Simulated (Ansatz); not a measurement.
```yaml
crystal:
  periodic: [false, false, false]
  atoms:
    - {symbol: S, position_ang: [-1.055422, 0.125788, 1.522911]}
    - {symbol: C, position_ang: [0.300779, 0.144841, 0.394313]}
    - {symbol: O, position_ang: [0.476445, -1.068282, -0.470327]}
    - {symbol: Al, position_ang: [0.009731, 0.219711, -1.460221]}
    - {symbol: Cl, position_ang: [-0.397615, 0.728541, -3.414524]}
    - {symbol: H, position_ang: [-0.510951, -0.626020, 2.502187]}
    - {symbol: H, position_ang: [1.238333, 0.407422, 0.879860]}
basis:
  gaussian: {orbitals: cc-pVDZ}
magnetization: {spin_polarized: true, initial_magnetization: 1}
hamiltonian: {xc: {name: r2SCAN0}, dispersion: d4}
```

```sh
$ ansatz run in.yaml --threads 2 --pin off --events-out ev --progress --plain --max-ram 4352MiB
```

Shortened log:

```
Error: a molecule whose nuclei and cores have a total charge of 62 cannot have a net charge of 0 together with 1 unpaired electrons
```

Q: What is wrong with this run?

A: The number of unpaired electrons doesn't fit the electron count. The input was rejected before any iteration.
